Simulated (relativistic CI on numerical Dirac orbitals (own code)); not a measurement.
Computed by Dirac-Coulomb-Breit CI, orbitals from a KLI potential per configuration, a model potential for QED, unscaled Slater integrals (own radial code, finite nucleus).

The strongest absorption lines from the ground level of an ion, among the configurations computed and to levels below about 5380 eV (vacuum wavelength in Å, gf): 2.3187 (0.045), 2.3368 (0.031), 2.6662 (0.094), 2.7082 (0.07), 3.6966 (0.29), 3.8618 (0.26), 24.458 (0.56), 79.258 (0.08).

Which ion is it?
A. Ta LXIII
B. Pt LXVIII
C. Ta LXI
D. Er LVIII

A. Ta LXIII has 11 electrons and the ground level 3s ²S1/2; the strongest line goes to 3p ²P°3/2. The pattern of lines fixes the number of electrons, and along that sequence the line energies rise steadily with the charge (about as its square where n changes within one kind of shell, about linearly where n is kept but much faster in heavy ions where fine structure, which grows about as Z⁴, sets the gap, and irregularly where shells cross), which fixes Z. Configurations outside the model, such as inner-shell arrays, can give stronger lines. At this charge energies of transitions that change n are usually good to better than 1 %, and those within a shell (Δn = 0) to a few per cent.
